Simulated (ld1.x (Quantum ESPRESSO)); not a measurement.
# arsenic TM semilocal: all-electron and pseudo phase curves

ld1.x (Quantum ESPRESSO) 7.5 input, shortened:

```
&input
   title='As', zed=33., rel=1, dft='PBESOL', iswitch=3,
   config='[Ar] 3d10 4s1.75 4p3.25'
 /
 &inputp
   pseudotype=1, tm=.true., lloc=1,
   nlcc=.true.
 /
3
4S  1  0   1.75   0.00  1.70  1.70  0.0
3D  3  2  10.00   0.00  0.60  0.60  0.0
4P  2  1   3.25   0.00  1.65  1.65  0.0
 &test
   configts(1)='3d10 4s1.75 4p3.25'
 /
```

The phase is arctan(r·u′/u) with u = r·R(r), unwrapped; energies in Ry, scanned from -5 to 5 Ry. A pole is an energy at which the radial function vanishes at the test radius. The pseudo phase is shifted by a multiple of π to meet the all-electron one at the reference energy, and phase errors are pseudo minus all-electron; the curves can meet again beyond the range given. Levels narrower than the energy grid can be missing from the lists of poles.

```
channel  radius (bohr)  reference energy (Ry)  poles, all-electron  poles, pseudo  unbroken range about the reference energy with phases within 0.05 rad  phase error 1 Ry above the reference energy (rad)
      s           1.84                  -1.08                 2.55           2.35                                                              below 4.8                                             -0.003
      p           1.84                  -0.39                 4.28           3.92                                                        the whole range                                             -0.007
      d           1.84                  -3.02                -2.90          -2.90                                                        the whole range                                             +0.000
```

A Bessel basis up to 400 Ry misses an occupied level by 0.04 Ry, so cutoffs and ghosts were not judged.

Phases in the p channel:

```json
{"E (Ry)": "-5.00", "all-electron": "1.291", "pseudo": "1.287"}
{"E (Ry)": "-4.74", "all-electron": "1.281", "pseudo": "1.277"}
{"E (Ry)": "-4.48", "all-electron": "1.270", "pseudo": "1.266"}
{"E (Ry)": "-4.22", "all-electron": "1.257", "pseudo": "1.254"}
{"E (Ry)": "-3.96", "all-electron": "1.244", "pseudo": "1.240"}
{"E (Ry)": "-3.70", "all-electron": "1.228", "pseudo": "1.224"}
{"E (Ry)": "-3.44", "all-electron": "1.210", "pseudo": "1.207"}
{"E (Ry)": "-3.18", "all-electron": "1.190", "pseudo": "1.186"}
{"E (Ry)": "-2.92", "all-electron": "1.166", "pseudo": "1.163"}
{"E (Ry)": "-2.66", "all-electron": "1.139", "pseudo": "1.135"}
{"E (Ry)": "-2.40", "all-electron": "1.105", "pseudo": "1.102"}
{"E (Ry)": "-2.14", "all-electron": "1.065", "pseudo": "1.062"}
{"E (Ry)": "-1.88", "all-electron": "1.016", "pseudo": "1.012"}
{"E (Ry)": "-1.62", "all-electron": "0.953", "pseudo": "0.950"}
{"E (Ry)": "-1.36", "all-electron": "0.871", "pseudo": "0.869"}
{"E (Ry)": "-1.10", "all-electron": "0.763", "pseudo": "0.762"}
{"E (Ry)": "-0.84", "all-electron": "0.617", "pseudo": "0.616"}
{"E (Ry)": "-0.58", "all-electron": "0.417", "pseudo": "0.417"}
{"E (Ry)": "-0.32", "all-electron": "0.155", "pseudo": "0.155"}
{"E (Ry)": "-0.06", "all-electron": "-0.156", "pseudo": "-0.157"}
{"E (Ry)": "0.20", "all-electron": "-0.463", "pseudo": "-0.467"}
{"E (Ry)": "0.46", "all-electron": "-0.720", "pseudo": "-0.726"}
{"E (Ry)": "0.72", "all-electron": "-0.915", "pseudo": "-0.923"}
{"E (Ry)": "0.98", "all-electron": "-1.058", "pseudo": "-1.067"}
{"E (Ry)": "1.24", "all-electron": "-1.163", "pseudo": "-1.173"}
{"E (Ry)": "1.50", "all-electron": "-1.243", "pseudo": "-1.254"}
{"E (Ry)": "1.76", "all-electron": "-1.306", "pseudo": "-1.318"}
{"E (Ry)": "2.02", "all-electron": "-1.355", "pseudo": "-1.368"}
{"E (Ry)": "2.28", "all-electron": "-1.396", "pseudo": "-1.410"}
{"E (Ry)": "2.54", "all-electron": "-1.430", "pseudo": "-1.445"}
{"E (Ry)": "2.80", "all-electron": "-1.459", "pseudo": "-1.475"}
{"E (Ry)": "3.06", "all-electron": "-1.484", "pseudo": "-1.501"}
{"E (Ry)": "3.32", "all-electron": "-1.506", "pseudo": "-1.524"}
{"E (Ry)": "3.58", "all-electron": "-1.526", "pseudo": "-1.546"}
{"E (Ry)": "3.84", "all-electron": "-1.544", "pseudo": "-1.565"}
{"E (Ry)": "4.10", "all-electron": "-1.560", "pseudo": "-1.583"}
{"E (Ry)": "4.36", "all-electron": "-1.575", "pseudo": "-1.601"}
{"E (Ry)": "4.62", "all-electron": "-1.589", "pseudo": "-1.618"}
{"E (Ry)": "4.88", "all-electron": "-1.603", "pseudo": "-1.634"}
```
